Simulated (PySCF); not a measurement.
F₄Ti, SMILES [F][Ti+]([F])([F])[F] (connectivity only; charge and spin as stated), charge +1, multiplicity 2.

Geometry optimised at B3LYP-D3(BJ)/def2-SVP. A frequency run showed that this geometry is not a minimum. The multiplicity is an assumed one; other spin states were not compared.

Method: B3LYP-D3(BJ)/def2-SVP run with PySCF 2.14.0.

Frequencies are harmonic and unscaled.

Modes within 1.5 cm⁻¹ of each other (mostly degenerate sets) share a row, with their intensities summed.

Computed vibrational spectrum:
| mode | ν (cm⁻¹) | IR (km/mol) | moving atoms (share of kinetic energy) |
|---|---|---|---|
| 1–2 | 989i | 4118.2 | F 54 %, Ti 46 % |
| 3 | 118i | 64.7 | F 61 %, Ti 39 % |
| 4 | 130 | 0.0 | F 100 % |
| 5 | 143 | 0.0 | F 100 % |
| 6–7 | 146 | 67.9 | F 84 %, Ti 16 % |
| 8 | 164 | 21.6 | F 78 %, Ti 22 % |
| 9 | 701 | 0.0 | F 100 % |
